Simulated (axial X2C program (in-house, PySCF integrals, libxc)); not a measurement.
## Which functional? An output for SrF⁺

An SCF output computed with an axial X2C code built on PySCF integrals for SrF⁺ at 1.991 Å, two-component, state Ω = 0, Sr dyall-v4z [13s14p9d4f3g], F dyall-v4z [7s6p3d2f1g] (cores contracted in-house), without its first line:

```
basis functions 218  fitting functions 1037  grid points 5078
iter        total energy     max residual
   1      -3275.248233942     1.41e-01
   2      -3275.247740245     2.34e-02
   3      -3275.225347512     5.26e-02
   4      -3275.253413413     2.49e-03
   5      -3275.253488578     5.39e-04
   6      -3275.253491976     2.23e-04
   7      -3275.253492523     2.30e-05
   8      -3275.253492530     3.64e-06
   9      -3275.253492530     7.47e-07
converged
one-electron -4707.49732907  Coulomb 1456.25709877  exact exchange 0.00000000  xc functional -113.57318029  nuclear repulsion 90.89834562  atomic mean-field constant -1.33842756
```

Question: Which level of theory produced it?
A. HF
B. PBE0
C. M06
D. PBEsol

Answer: D. The exact-exchange term against the functional term shows a share of 0 of exact exchange.
